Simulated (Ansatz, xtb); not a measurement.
**Ranking isomers of CH6GeN+**

4 gas-phase structures of CH6GeN+, found in a search over its isomers (lower ones may exist). Each was relaxed with GFN2-xTB:

A. `C[NH2+][GeH]`, a singlet
B. `[NH3+][CH2][GeH]`, a singlet
C. a singlet given by its coordinates
D. `[CH3][GeH]=[NH2+]`, a singlet

C (Å):

```xyz
9

C    -1.7577    2.0132   -0.3354
Ge   -2.0101    0.0416   -0.2212
N    -0.1066   -0.2415    0.8603
H    -2.6051    2.4538   -0.8690
H    -1.7145    2.4814    0.6526
H    -0.8491    2.2833   -0.8819
H     0.0706   -1.2244    1.0784
H    -0.1030    0.2733    1.7435
H     0.6861    0.0977    0.3110
```

Close contacts (Å): C1–Ge2 1.99, Ge2–N3 2.21, C1–H4 1.09, C1–H5 1.09, C1–H6 1.09, N3–H7 1.02, N3–H8 1.02, N3–H9 1.02.

Task: Make a reasoned guess at their ranking by r2SCAN-D4/def2-SVP single-point energy.

Result: Calculated order at r2SCAN-D4/def2-SVP: C (0.0), D (3.9), A (18.1), B (31.2) kcal/mol.

Energies above the lowest of each column, in kcal/mol; the last columns are at B3LYP-D3(BJ)/def2-SVP geometries and were run for some of them only (a dash: not run or not comparable):

```
structure  GFN2-xTB  HF/STO-3G  r2SCAN-D4/def2-SVP  B3LYP-D3(BJ)/def2-SVP  CCSD(T)/def2-TZVP
        C       0.0       10.6                 0.0                    0.0                0.0
        D      21.8        0.0                 3.9                    8.8                2.8
        A       7.9       25.4                18.1                   16.5               18.4
        B      32.1       51.3                31.2                      –                  –
```

CCSD(T)/def2-TZVP puts C lowest of those it was run on; HF/STO-3G picks D. Some further structures that were screened fall inside this span and aren't listed. Flexible structures stand in one conformer each, not always the lowest. Frequencies (B3LYP-D3(BJ)/def2-SVP) were run for A, C, D alone.

Over these structures GFN2-xTB departs from r2SCAN-D4/def2-SVP by 7.9 kcal/mol on average once a common shift is removed. A GFN2-xTB relaxation took about 0.056 s and the r2SCAN-D4/def2-SVP energy about 1.6 s on a shared host (Ansatz 0.2.0, xtb 6.7.1).
